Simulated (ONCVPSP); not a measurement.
# Sn (Z = 50), ONCV: configuration errors across variants

ONCVPSP 4.0.1 input, shortened (lines: element, Z, core and valence counts, functional; n l f; lmax; l rc ep ncon nbas qcut; lloc lpopt rc5 dvloc0; l nproj debl; icmod fcfact rcfact), LDA (Perdew-Zunger), scalar-relativistic:

```
  Sn 50.00    8    2        3      upf
    1    0    2.00
    2    0    2.00
    2    1    6.00
    3    0    2.00
    3    1    6.00
    3    2   10.00
    4    0    2.00
    4    1    6.00
    4    2   10.00
    5    0    2.00
    2
    0    1.80    0.00    3    7    3.00
    1    1.90    0.06    4    9    4.90
    2    1.35    0.00    4    8    9.60
    2    5    1.35    0.00
    0    2    1.10
    1    2    1.00
    2    0    1.30
    0    0.00    0.00
```

In the p channel the program set the typed energies aside and used 0.050, 1.050 Ha.

All-electron excitation energies from the reference (eV): (1) 4d10 5s2 5p2 -21.362; (2) 4d10 5s2 5p1 -14.264; (3) 4d10 5s1 31.451; (4) 4d9 5s2 5p3 2.986.

1 further variants failed, have other tests or too few solved ones, and are left out.

A true bound ghost makes a file unfit for plane-wave use even where its test errors are small: the radial tests pick states by their node count and pass the ghost by.

Errors AE − PS in meV (a dash: test not solved or not reliable):

```
     change  (1)  (2)   (3)   (4)  bound ghosts  GHOST(+) flags above zero
       base  +88  +50  +1.8  -185             s                          p
p: qcut 2.8  +71  +40  +1.8  -176             s                          p
p: qcut 3.3  +75  +42  +1.8  -183             s                          p
p: qcut 4.1  +82  +47  +1.8  -188             s                          p
p: qcut 4.8  +87  +50  +1.8  -186             s                          p
p: qcut 5.5  -37  -19  +1.8  -280          s, p                       none
p: qcut 5.7  -36  -18  +1.8  -278          s, p                       none
p: qcut 6.3  -38  -19  +1.8  -265          s, p                          p
p: qcut 6.8  -54  -27  +1.8  -255          s, p                          p
```

(1) Give the same row for: p: qcut 4.5.

Results:

(1) +85, +49, +1.8, -187; bound ghosts: s; GHOST(+) flags above zero: p.
